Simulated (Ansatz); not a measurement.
`C[N](C)[Zr]1234([NH2])([NH2])[C@H]5[C@@H]1[C@@H]2[C@@H]3[C@H]54` at its PBE0-D4/def2-TZVP geometry, where that method's forces vanish. The species carries charge 0 and has multiplicity 1. Zr: def2 effective core potential.

```xyz
26

C    -2.2547    1.1876   -0.0633
N    -1.1795    0.7436   -0.9147
C    -1.1084    1.5091   -2.1324
Zr    0.1606   -0.6222   -0.1761
N    -1.0905   -2.1995    0.2505
N     1.3152   -1.0608   -1.8188
C     1.4043   -1.1930    2.0003
C     0.5211   -0.1243    2.2776
C     0.9679    1.0079    1.5661
C     2.1239    0.6352    0.8435
C     2.3969   -0.7202    1.1224
H    -2.3022    0.5919    0.8543
H    -2.1461    2.2450    0.2278
H    -3.2311    1.0877   -0.5618
H    -2.0446    1.4335   -2.7072
H    -0.2929    1.1478   -2.7606
H    -0.9410    2.5803   -1.9358
H    -1.9605   -2.3260   -0.2500
H    -1.0035   -2.9387    0.9315
H     0.9893   -1.6906   -2.5414
H     2.2954   -0.8820   -1.9778
H     1.3253   -2.1977    2.3892
H    -0.3502   -0.1732    2.9146
H     0.5040    1.9833    1.5649
H     2.6954    1.2782    0.1892
H     3.2059   -1.3031    0.7082
```

Task: What forces (eV/Å) does ωB97M-V/def2-TZVPP give on these atoms in Ansatz? (An estimate is asked.)

Result: Computed: 
```
C1  -0.269  0.122  0.162
N2   0.194 -0.208  0.063
C3  -0.015  0.193 -0.294
Zr4  0.021  0.014  0.002
N5  -0.042 -0.040  0.028
N6   0.025 -0.035 -0.038
C7  -0.010 -0.139  0.043
C8  -0.123  0.025  0.095
C9  -0.048  0.128  0.054
C10  0.080  0.091 -0.104
C11  0.104 -0.073 -0.045
H12  0.000  0.036 -0.040
H13 -0.003 -0.077 -0.021
H14  0.076  0.007  0.043
H15  0.075  0.006  0.043
H16 -0.065  0.038  0.035
H17 -0.011 -0.082 -0.011
H18  0.008 -0.022  0.011
H19 -0.021 -0.006 -0.013
H20  0.026  0.021 -0.009
H21 -0.008 -0.009 -0.017
H22  0.006  0.065 -0.024
H23  0.059  0.006 -0.036
H24  0.027 -0.060 -0.001
H25 -0.033 -0.040  0.047
H26 -0.053  0.040  0.028
```
